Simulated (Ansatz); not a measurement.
Reactions of `OPS`.

Gas-phase electronic energies from Ansatz, PBE0-D4/def2-TZVP geometries. CCSD(T)/CBS is the MP2 limit (def2-TZVPP, def2-QZVPP) plus CCSD(T) − MP2 in def2-TZVPP, frozen cores. This one scheme is used for every species. DFT in def2-TZVPP. For Se outer-core shells are correlated without core-valence functions, which leaves a few kJ/mol of doubt a bond. Scalar relativity is left out up to krypton. One conformer a species, not always the lowest.

```tsv
reaction	r2SCAN-D4 (eV)	CCSD(T)/CBS(def2) (eV)
`OPS` + `N[SiH3]` → `OPN[SiH3]` + H₂S	0.12	0.03
`OPS` + silanol → `O[SiH2]PS` + H₂O	-0.16	-0.20
`OPS` + `[SiH3][SeH]` → `OP[SiH2][SeH]` + H₂S	0.23	0.20
`OPS` + `O[SiH2][Al]([OH])[OH]` → `O[SiH2]PO` + `[OH][Al]([OH])[SH]`	-0.93	-0.95
```

Largest T1 diagnostic: 0.014, for `OPS`.
